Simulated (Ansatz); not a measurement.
A nudged elastic band was laid between two geometries of a periodic cell of 17 atoms, LiAl16 (surface Al(110), adsorbate Li).

All numbers below come from DFT PBE, scalar-relativistic, plane waves, PAW in Ansatz. Settings: cutoff 420 eV, k mesh 3x4x1, gaussian smearing 0.05 eV, no spin polarisation.

```json
{"movable images": "5", "climbing image": "yes", "spring": "1.0 eV/Å²", "optimiser": "lbfgs", "start path": "IDPP", "force threshold": "0.03 eV/Å", "iteration limit": "32", "end points": "relaxed", "atoms held": "1 to 4"}
```

Initial state:

```xyz
17
Lattice="8.1000 0.0000 0.0000 0.0000 5.7276 0.0000 0.0000 0.0000 16.2957" Properties=species:S:1:pos:R:3
Al 2.025 1.432 1.000
Al 6.075 1.432 1.000
Al 2.025 4.296 1.000
Al 6.075 4.296 1.000
Al 0.023 -0.003 2.336
Al 4.066 -0.003 2.334
Al 0.023 2.867 2.336
Al 4.066 2.867 2.334
Al 2.082 1.432 3.799
Al 6.129 1.432 3.884
Al 2.084 4.296 3.836
Al 6.129 4.296 3.891
Al 0.091 -0.014 5.210
Al 4.101 -0.016 5.214
Al 0.091 2.877 5.210
Al 4.101 2.879 5.214
Li 2.095 1.432 6.617
```

Final state:

Only the atoms that move by more than 0.05 Å are listed.
```
Li17 2.095 4.296 6.617
```

(1) What changes between the two ends?

(2) Give the energies along the band, and the barrier.

(3) What is the geometry of the highest image?

The band took 13 iterations and roughly 27 core-minutes.

## Answers

(1) The atom that moves furthest is Li17, by 2.86 Å; four of its nearest neighbours are Al9 2.82, Al15 2.84, Al13 2.84, Al16 2.84 Å at the first end and Al11 2.82, Al13 2.84, Al15 2.84, Al14 2.84 Å at the last.

(2) It converged. The highest image is number 3 of 0 to 6, 0.207 eV above the ends, which have the same energy within 2 meV. By the program's own check the climbing image is a first-order saddle point (lowest curvatures found: -0.45 and 0.04 eV/Å²). Limits of this set-up: coarse k mesh, thin slab, slab without dipole correction, a typed lattice constant that wasn't relaxed here.

| image | path coordinate (Å) | energy (eV) | Al9–Li17 (Å) | Al11–Li17 (Å) |
| --- | --- | --- | --- | --- |
| 0 | 0.00 | 0.000 | 2.82 | 3.99 |
| 1 | 0.51 | 0.045 | 2.81 | 3.64 |
| 2 | 1.02 | 0.152 | 2.89 | 3.29 |
| 3 | 1.53 | 0.207 | 3.05 | 3.05 |
| 4 | 2.05 | 0.152 | 3.29 | 2.89 |
| 5 | 2.56 | 0.045 | 3.64 | 2.81 |
| 6 | 3.07 | 0.000 | 3.99 | 2.82 |

(3) 
```xyz
17
Lattice="8.1000 0.0000 0.0000 0.0000 5.7276 0.0000 0.0000 0.0000 16.2957" Properties=species:S:1:pos:R:3:forces:R:3
Al 2.025 1.432 1.000 0.01 -0.02 0.05
Al 6.075 1.432 1.000 -0.01 0.03 -0.05
Al 2.025 4.296 1.000 0.01 0.02 0.05
Al 6.075 4.296 1.000 -0.01 -0.03 -0.05
Al 0.048 0.000 2.338 0.00 0.00 0.00
Al 4.024 0.000 2.341 0.00 0.00 0.00
Al 0.013 2.864 2.332 0.00 0.00 0.00
Al 4.058 2.864 2.338 0.00 0.00 0.00
Al 2.065 1.447 3.914 0.00 0.00 0.00
Al 6.113 1.384 3.798 0.00 0.00 0.00
Al 2.065 4.281 3.914 0.00 0.00 0.00
Al 6.113 4.344 3.798 0.00 0.00 0.00
Al 0.040 0.000 5.248 0.01 0.00 0.00
Al 4.108 0.000 5.249 -0.01 0.00 0.00
Al -0.122 2.864 5.158 0.00 0.00 0.00
Al 4.268 2.864 5.167 0.00 0.00 0.00
Li 2.068 2.864 6.617 0.00 0.00 0.01
```

The run took 15 min on 2 threads of AMD EPYC 7R43 64-Core Processor (Zen 3), with other jobs on the host, peak memory 2 GiB.
